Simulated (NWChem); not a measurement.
All runs are NWChem calculations. System: H4Sn, charge 0, spin multiplicity 1, displaced from the optimised geometry. The structure started from a generated list of species. Level: BLYP/def2-SVP with def2 effective core potentials on Sn.

Output (cleaned and shortened):

```
             Northwest Computational Chemistry Package (NWChem) 7.3.0
             --------------------------------------------------------

                                NWChem Input Module
                                -------------------

 Scaling coordinates for geometry "geometry" by  1.889725989
 (inverse scale =  0.529177249)

 Turning off AUTOSYM since
 SYMMETRY directive was detected!

                             Geometry "geometry" -> ""
                             -------------------------

 Output coordinates in angstroms (scale by  1.889725989 to convert to a.u.)

  No.       Tag          Charge          X              Y              Z
 ---- ---------------- ---------- -------------- -------------- --------------
    1 Sn                  50.0000     0.00000000     0.00000000     0.00000000
    2 H                    1.0000     1.42543700     0.00000000    -1.00800900
    3 H                    1.0000    -1.42543700     0.00000000    -1.00800900
    4 H                    1.0000     0.00000000     1.42543600     1.00800800
    5 H                    1.0000     0.00000000    -1.42543600     1.00800800

 Effective nuclear repulsion energy (a.u.)      61.7352644673

            Nuclear Dipole moment (a.u.)
            ----------------------------
        X                 Y               Z
 ---------------- ---------------- ----------------
     0.0000000000     0.0000000000    -0.0000037795

      Symmetry information
      --------------------

 Group name             C2v
 Group number             16
 Group order               4
 No. of unique centers     3

      Symmetry unique atoms

     1    2    4


 Summary of "ao basis" -> "" (spherical)
 ------------------------------------------------------------------------------
       Tag                 Description            Shells   Functions and Types
 ---------------- ------------------------------  ------  ---------------------
 *                          def2-svp                  on all atoms

                                 NWChem DFT Module
                                 -----------------

 Summary of "ao basis" -> "ao basis" (spherical)
 ------------------------------------------------------------------------------
       Tag                 Description            Shells   Functions and Types
 ---------------- ------------------------------  ------  ---------------------
 Sn                         def2-svp                10       26   4s4p2d
[...]
     L   x y z        total         alpha         beta         nuclear
     -   - - -        -----         -----         ----         -------
     0   0 0 0     -0.000000    -13.000000    -13.000000     26.000000

     1   1 0 0      0.000000      0.000000      0.000000      0.000000
     1   0 1 0     -0.000000     -0.000000     -0.000000      0.000000
     1   0 0 1      0.000002      0.000003      0.000003     -0.000004

     2   2 0 0    -21.365164    -17.938523    -17.938523     14.511881
     2   1 1 0      0.000000      0.000000      0.000000      0.000000
     2   1 0 1     -0.000000     -0.000000     -0.000000      0.000000
     2   0 2 0    -21.365173    -17.938517    -17.938517     14.511861
     2   0 1 1     -0.000000     -0.000000     -0.000000      0.000000
     2   0 0 2    -21.365262    -17.939613    -17.939613     14.513964

            General Information
            -------------------
          SCF calculation type: DFT
          Wavefunction type:  closed shell.
          No. of atoms     :     5
          No. of electrons :    26
           Alpha electrons :    13
            Beta electrons :    13
          Charge           :     0
          Spin multiplicity:     1
          Use of symmetry is: on ; symmetry adaption is: on
          Maximum number of iterations: 100
          AO basis - number of functions:    46
                     number of shells:    22
          Convergence on energy requested:  1.00D-04
          Convergence on density requested:  1.00D-03
          Convergence on gradient requested:  5.00D-03

              XC Information
              --------------
                    Becke 1988 Exchange Functional  1.000
              Lee-Yang-Parr Correlation Functional  1.000

             Grid Information
             ----------------
          Grid used for XC integration:  medium
          Radial quadrature: Mura-Knowles
          Angular quadrature: Lebedev.
          Tag              B.-S. Rad. Rad. Pts. Rad. Cut. Ang. Pts.
          ---              ---------- --------- --------- ---------
          Sn                  1.45      123           8.0       590
          H                   0.35       45           9.0       434
          Grid pruning is: on
          Number of quadrature shells:   213
          Spatial weights used:  Erf1

          Convergence Information
          -----------------------
          Convergence aids based upon iterative change in
          total energy or number of iterations.
          Levelshifting, if invoked, occurs when the
          HOMO/LUMO gap drops below (HL_TOL):  1.00D-02
          DIIS, if invoked, will attempt to extrapolate
          using up to (NFOCK): 10 stored Fock matrices.

                    Damping( 0%)  Levelshifting(0.5)       DIIS
                  --------------- ------------------- ---------------
          dE  on:    start            ASAP                start
          dE off:    2 iters        100 iters           100 iters

      Screening Tolerance Information
      -------------------------------
          Density screening/tol_rho:  1.00D-10
          AO Gaussian exp screening on grid/accAOfunc:   9
          CD Gaussian exp screening on grid/accCDfunc:  20
          XC Gaussian exp screening on grid/accXCfunc:  20
          Schwarz screening/accCoul:  1.00D-08

                            NWChem DFT Gradient Module
                            --------------------------

  charge          =   0.00
  wavefunction    = closed shell

  Using symmetry

                         DFT ENERGY GRADIENTS

    atom               coordinates                        gradient
                 x          y          z           x          y          z
   1 Sn      0.000000   0.000000   0.000000    0.000000   0.000000  -0.000008
   2 H       2.693685   0.000000  -1.904861    0.003032   0.000000  -0.002135
   3 H      -2.693685   0.000000  -1.904861   -0.003032   0.000000  -0.002135
   4 H       0.000000   2.693683   1.904859    0.000000   0.003033   0.002139
   5 H       0.000000  -2.693683   1.904859    0.000000  -0.003033   0.002139

                 ----------------------------------------
                 |  Time  |  1-e(secs)   |  2-e(secs)   |
                 ----------------------------------------
                 |  CPU   |       0.00   |       0.14   |
                 ----------------------------------------
                 |  WALL  |       0.00   |       0.14   |
                 ----------------------------------------

 Task  times  cpu:        0.7s     wall:        0.7s

 Total times  cpu:        0.7s     wall:        0.7s
```

Task: Write an NWChem input that would produce this output.

Result: This is not unique; one that fits is 
```
start mol
memory heap 200 mb stack 900 mb global 1100 mb
geometry units angstroms nocenter noautoz
  Sn     0.000000     0.000000     0.000000
  H      1.425437     0.000000    -1.008009
  H     -1.425437     0.000000    -1.008009
  H      0.000000     1.425436     1.008008
  H      0.000000    -1.425436     1.008008
  symmetry group C2v
end
basis spherical
  * library def2-svp
end
ecp
  Sn library def2-ecp
end
dft
  xc becke88 lyp
  semidirect memsize 60000000 filesize 0
  iterations 100
  convergence energy 1e-4 density 1e-3 gradient 5e-3
end
task dft gradient
```
